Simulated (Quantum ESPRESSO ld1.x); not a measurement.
Results of a calculation; reference values are marked as such.
V+, 22 electrons, occupied as [Ar] 3d(up 3.5, down 0.5) (fractional occupations, a model configuration).

Code: ld1.x of Quantum ESPRESSO 7.5. Model: scalar-relativistic Kohn-Sham, LDA (Slater exchange, Perdew-Zunger correlation), spin-polarised, spherical densities, point nucleus.

Energy parts (eV):
part                     energy
total                 -25764.90
kinetic                25989.93
electron-nucleus      -61317.27
Hartree                10738.60
exchange-correlation   -1176.17

Orbitals (lengths in bohr, moments of r in powers of bohr):
orbital  occ.  eigenvalue (eV)       <r^4>
1s up       1         -5353.91  0.00009130
1s down     1         -5353.92  0.00009129
2s up       1         -603.402     0.02245
2s down     1         -602.504     0.02234
2p up       3         -505.136     0.01775
2p down     3         -504.438     0.01764
3s up       1         -73.6297       1.842
3s down     1         -71.2829       1.857
3p up       3         -47.9280       2.821
3p down     3         -45.6204       2.874
3d up     3.5          -9.9440       26.20
3d down   0.5          -7.9187       39.29

The highest occupied level is 3d down at -7.919 eV. The density falls to 0.001 e/bohr^3 at r = 3.65 bohr.
